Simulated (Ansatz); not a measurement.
Consider the ligand exchange at a B–C bond: `BC1(C)CC1` + `[NH2][GeH3]` → `B[NH][GeH3]` + `CC1CC1`.

Gas-phase electronic energies from Ansatz, PBE0-D4/def2-TZVP geometries. CCSD(T)/CBS adds triple-zeta CCSD(T) − MP2 to the extrapolated MP2 energy (def2 sets, frozen cores). Functionals use def2-TZVPP. For Ge outer-core shells are correlated without core-valence functions, which leaves a few kJ/mol of doubt a bond. Scalar relativity is left out up to krypton.

`BC1(C)CC1`:

Z-matrix (Å, degrees):
```
C
C 1 1.510
C 1 1.527 2 116.6
B 1 1.523 2 121.1 3 151.6
C 1 1.538 2 116.3 3 -64.8
H 2 1.093 1 111.1 3 -87.7
H 2 1.093 1 111.2 3 152.5
H 2 1.094 1 111.6 3 32.2
H 3 1.084 1 115.0 2 4.3
H 3 1.082 1 118.2 2 145.2
H 4 1.199 1 121.8 2 3.2
H 4 1.200 1 119.1 2 -177.9
H 5 1.082 1 118.5 2 -144.8
H 5 1.084 1 114.6 2 -4.2
```

`[NH2][GeH3]`:

Cartesian coordinates in Å:
```
N -0.470 -0.625 0.859
Ge 0.238 0.230 -0.612
H 0.206 -0.802 1.590
H -1.256 -0.139 1.270
H -0.900 0.374 -1.634
H 0.824 1.632 -0.319
H 1.358 -0.670 -1.155
```

`B[NH][GeH3]`:

```xyz
9

B     0.375   -1.284   -0.862
N     0.140   -0.598    0.327
Ge   -0.332    1.187    0.486
H     0.274   -0.700   -1.904
H     0.676   -2.444   -0.826
H     0.231   -1.109    1.193
H    -1.689    1.287    1.204
H    -0.409    1.744   -0.937
H     0.735    1.917    1.320
```

`CC1CC1`:

Z-matrix (Å, degrees):
```
C
C 1 1.501
H 1 1.094 2 111.4
H 1 1.094 2 111.4 3 120.6
H 1 1.094 2 110.7 3 -119.7
C 2 1.497 1 120.0 3 155.1
C 2 1.497 1 120.1 3 84.3
H 2 1.086 1 114.8 3 -60.3
H 6 1.084 2 117.4 1 -1.8
H 6 1.083 2 118.7 1 142.6
H 7 1.083 2 118.7 1 -142.6
H 7 1.084 2 117.4 1 1.8
```

| level | ΔE (kcal/mol) |
| --- | --- |
| PBE-D4 | -29.1 |
| PBE0-D4 | -29.3 |
| ωB97M-V | -29.7 |
| PBE | -29.5 |
| r2SCAN | -29.3 |
| MP2/def2-QZVPP | -28.7 |
| SCS-MP2/def2-QZVPP | -29.3 |
| MP2/CBS(def2) | -28.4 |

Task: What does CCSD(T)/CBS give? (An estimate is asked.)

Result: The calculation gave: -29.1 kcal/mol. The listed levels differ from it by 0.0, -0.2, -0.6, -0.4, -0.2, 0.4, -0.2, 0.7 kcal/mol.

Largest T1 diagnostic among the species: 0.013.

The D4 term adds +0.8 kcal/mol with B3LYP and +0.4 kcal/mol with PBE0; it sums over pairs of atoms, weighted by their polarisabilities, and B3LYP, whose exchange is more repulsive, gets the larger term. In def2-TZVPP, CCSD(T) changes the Hartree–Fock value by +1.3 kcal/mol (the triples alone add +0.3 kcal/mol) and MP2 by +2.0 kcal/mol.

B3LYP here is the variant with VWN-RPA as its local correlation; programs differ in this.
